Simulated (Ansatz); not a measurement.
Species: [Al(H)3(H2O)] with one electron removed (charge 1, multiplicity 2), formula H₅AlO.

Task: How many basis functions does frozen-core CCSD(T)/cc-pVTZ // B3LYP-D3(BJ)/def2-SVP run with Ansatz (a quantum-chemistry and plane-wave program) use, how many core orbitals are frozen, and how many electrons are correlated?

Result: 134 basis functions and 6 frozen orbitals, which leaves 13 correlated electrons. Core time is of the order of minutes.
